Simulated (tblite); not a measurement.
Compound: C₃H₆B (doublet state).
SMILES with atom numbers: `[BH2:1][C@H:2]1[CH:3][CH2:4]1` (hydrogens: H5, H6 on B1; H7 on C2; H8 on C3; H9, H10 on C4)

Computed with GFN2-xTB (tblite), gas phase: L-BFGS steps from a force-field or distance-geometry start until the largest atomic force falls under 0.01 eV/Å.

Step 34: E = -287.7828 eV
```
atom  x, y, z in Å  |  force x, y, z in eV/Å
B1      1.3690   -0.7000    0.1296   -0.008  -0.161  -0.050
C2     -0.0051   -0.2954   -0.4499    0.096   0.037  -0.223
C3     -1.2647   -0.2699    0.3216    0.237  -0.045  -0.020
C4     -0.7366    1.0097   -0.1262   -0.222   0.080   0.224
H5      1.9442    0.0112    0.8644   -0.136  -0.112   0.053
H6      1.8473   -1.7160   -0.2240    0.013   0.181   0.067
H7     -0.1680   -0.5776   -1.4862    0.047  -0.197  -0.123
H8     -1.4574   -0.6772    1.2947   -0.041   0.186  -0.031
H9     -1.1762    1.5320   -0.9653   -0.128  -0.079   0.026
H10    -0.3436    1.6877    0.6188    0.143   0.111   0.077
```

Step 35: E = -287.7961 eV
```
atom  x, y, z in Å  |  force x, y, z in eV/Å
B1      1.3711   -0.7021    0.1331   -0.067  -0.045  -0.060
C2     -0.0018   -0.2960   -0.4533   -0.002   0.037  -0.192
C3     -1.2610   -0.2696    0.3235    0.256  -0.052   0.089
C4     -0.7362    1.0078   -0.1245   -0.192   0.180   0.087
H5      1.9406   -0.0062    0.8879   -0.173  -0.104   0.040
H6      1.8607   -1.6996   -0.2399    0.049   0.068   0.036
H7     -0.1714   -0.5793   -1.4897    0.077  -0.200  -0.066
H8     -1.4737   -0.6682    1.2977    0.020   0.151  -0.090
H9     -1.1979    1.5233   -0.9603   -0.031  -0.095   0.080
H10    -0.3214    1.6946    0.6029    0.062   0.060   0.077
```

Step 36: E = -287.8152 eV
```
atom  x, y, z in Å  |  force x, y, z in eV/Å
B1      1.3686   -0.7066    0.1381   -0.007   0.043  -0.069
C2      0.0014   -0.2999   -0.4597   -0.156   0.055  -0.086
C3     -1.2508   -0.2671    0.3325    0.250   0.034   0.146
C4     -0.7372    1.0078   -0.1230   -0.045   0.188  -0.073
H5      1.9078   -0.0457    0.9523   -0.245  -0.169  -0.055
H6      1.8970   -1.6601   -0.2948    0.036   0.065   0.072
H7     -0.1851   -0.5916   -1.4917    0.120  -0.176  -0.022
H8     -1.4847   -0.6434    1.3089    0.076   0.051  -0.070
H9     -1.2196    1.5027   -0.9619    0.046  -0.050   0.131
H10    -0.2884    1.7085    0.5765   -0.076  -0.041   0.026
```

Step 37: E = -287.8299 eV
```
atom  x, y, z in Å  |  force x, y, z in eV/Å
B1      1.3604   -0.7116    0.1387    0.100   0.137   0.003
C2      0.0011   -0.3043   -0.4693   -0.193   0.052  -0.001
C3     -1.2359   -0.2655    0.3421    0.119   0.114   0.199
C4     -0.7383    1.0086   -0.1232    0.112   0.117  -0.179
H5      1.8566   -0.0863    1.0163   -0.290  -0.256  -0.199
H6      1.9293   -1.6159   -0.3462    0.033   0.063   0.112
H7     -0.2015   -0.6066   -1.4952    0.145  -0.127  -0.011
H8     -1.4709   -0.6166    1.3260    0.099  -0.036  -0.041
H9     -1.2231    1.4852   -0.9690    0.011   0.027   0.122
H10    -0.2687    1.7176    0.5572   -0.137  -0.089  -0.005
```

Problem. Estimate the geometry and energy of step 38. (The exact step hangs on the optimiser's Hessian estimate; all steps are aligned on step 37, rigid shifts and turns removed.)

Solution. E = -287.8428 eV, largest force 0.306 eV/Å
```
atom  x, y, z in Å  |  force x, y, z in eV/Å
B1      1.3494   -0.7130    0.1370    0.076   0.178   0.003
C2     -0.0004   -0.3048   -0.4813   -0.131   0.035   0.057
C3     -1.2187   -0.2651    0.3492   -0.045   0.206   0.131
C4     -0.7374    1.0116   -0.1230    0.197  -0.045  -0.214
H5      1.8100   -0.1162    1.0453   -0.219  -0.178  -0.117
H6      1.9423   -1.5837   -0.3637    0.109  -0.077   0.045
H7     -0.2110   -0.6196   -1.5012    0.133  -0.058  -0.026
H8     -1.4439   -0.6006    1.3362    0.079  -0.121   0.084
H9     -1.2178    1.4744   -0.9727   -0.093   0.129   0.051
H10    -0.2636    1.7214    0.5517   -0.107  -0.070  -0.014
```

The energy changes by -0.0128 eV. The first-order estimate −F·Δx gives -0.0191 eV and the mean of the old and new forces, exact on a quadratic surface, -0.0130 eV. The step makes an angle of 72° with the force vector and moves no atom by more than 0.062 Å.

The cost below is that of the whole relaxation. The run took 0.16 s of wall time on Arm Neoverse V2, one thread, shared host with 96 logical CPUs at a one-minute load of 70.
